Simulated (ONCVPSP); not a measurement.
**Which change was made? (Tm, ONCV)**

```
Element                 : Tm (Z = 69)
Generator               : ONCVPSP 4.0.1
Type                    : optimised norm-conserving Vanderbilt (ONCV)
Functional              : PBEsol
Relativity              : scalar-relativistic
Frozen core             : [Kr] 4d10 4f12
Valence charge          : 11
Reference configuration : 5s2 5p6 5d1 6s2
Partial waves           : 5s+6s: rc 2.00 bohr, ncon 4, nbas 7, qcut 4.7 1/bohr, 3 projectors, debl 3.5 Ha; 5p: rc 1.70 bohr, ncon 4, nbas 9, qcut 6.5 1/bohr, 3 projectors, debl 3.3 Ha; 5d: rc 3.25 bohr, ncon 5, nbas 9, qcut 5.6 1/bohr, 2 projectors, debl 3 Ha
Local potential         : polynomial inside 1.20 bohr (lpopt 5, dvloc0 4 Ha)
Core correction         : Teter function, fcfact 1.75, rcfact 1.75
```

Cutoffs, loose and tight: the cutoffs (Ha) at which the residual kinetic energy of the hardest occupied pseudo-wave falls to 1 and 0.1 mHa per electron. They do not see the model core or the augmentation charge, which bear on the density cutoff. Test errors are all-electron minus pseudo excitation energies from the reference, over the configurations 5s2 5p6 5d1 6s1; 5s2 5p6 5d1 6s0; 5s2 5p6 5d0 6s0; 5s2 5p6 5d1 6s1.5; variants that change the core or the reference have their own tests. The largest error is taken over the tests solved by every variant that gives reliable tests at all, those not shown here included: 5s2 5p6 5d1 6s0; 5s2 5p6 5d1 6s1; 5s2 5p6 5d1 6s1.5.

The base gives: outcome: generated; cutoff, loose: 16 Ha; cutoff, tight: 25 Ha; bound ghosts: none; GHOST(+) flags above zero: s; largest test error (meV): -11.

**Question.** After one change the result is: outcome: generated; cutoff, loose: 26 Ha; cutoff, tight: 31 Ha; bound ghosts: none; GHOST(+) flags above zero: s, p; largest test error (meV): -2.9. Which change was it?
A. s: qcut 6.9; p: qcut 9.5; d: qcut 8.2
B. core [Kr] 4d10, valence charge 23; reference 4f13 5s2 5p6 6s2; waves now 5s+6s: rc 1.65 bohr, ncon 4, nbas 7, qcut 5.8 1/bohr, 2 projectors; 5p: rc 1.55 bohr, ncon 4, nbas 7, qcut 6.3 1/bohr, 2 projectors, debl 1.2 Ha; d scattering state at 0.14 Ha: rc 1.60 bohr, ncon 4, nbas 7, qcut 5.8 1/bohr, 2 projectors, debl 2 Ha; 4f: rc 0.65 bohr, ncon 4, nbas 7, qcut 17.3 1/bohr, 3 projectors, debl 1.9 Ha; local potential polynomial inside 0.50 bohr (lpopt 5, dvloc0 -1 Ha)
C. s: rc 1.56

**Answer.** A. The others give: s: rc 1.56 → outcome: generated; cutoff, loose: 45 Ha; cutoff, tight: 54 Ha; bound ghosts: none; GHOST(+) flags above zero: s; largest test error (meV): -6.9 | core [Kr] 4d10, valence charge 23; reference 4f13 5s2 5p6 6s2; waves now 5s+6s: rc 1.65 bohr, ncon 4, nbas 7, qcut 5.8 1/bohr, 2 projectors; 5p: rc 1.55 bohr, ncon 4, nbas 7, qcut 6.3 1/bohr, 2 projectors, debl 1.2 Ha; d scattering state at 0.14 Ha: rc 1.60 bohr, ncon 4, nbas 7, qcut 5.8 1/bohr, 2 projectors, debl 2 Ha; 4f: rc 0.65 bohr, ncon 4, nbas 7, qcut 17.3 1/bohr, 3 projectors, debl 1.9 Ha; local potential polynomial inside 0.50 bohr (lpopt 5, dvloc0 -1 Ha) → outcome: generated, projector energies reset by the program; cutoff, loose: 492 Ha; cutoff, tight: 799 Ha; bound ghosts: s, p, d, f; GHOST(+) flags above zero: s; largest test error (meV): tests left out (the all-electron energies of this program are off by 10 to 40 meV for near-neutral 4f atoms).
